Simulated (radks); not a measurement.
The numbers below are computed, except where a source is named.
Question: The iodine ion I+ is in [Kr] 4d10 5s2 5p4. Level of theory: non-relativistic Kohn-Sham, PBE, spin-polarised, spherical densities, point nucleus (a radial shooting solver on a logarithmic mesh with Libxc functionals). Open shells are filled with parallel spins first. One electron is removed from 4d, 5s, 5p, 4p in turn, with full relaxation. Which removal costs least, and what does each cost?

Answer: 5p 18.621 eV; 5s 28.577 eV; 4d 70.523 eV; 4p 143.32 eV. The 5p electron leaves first.
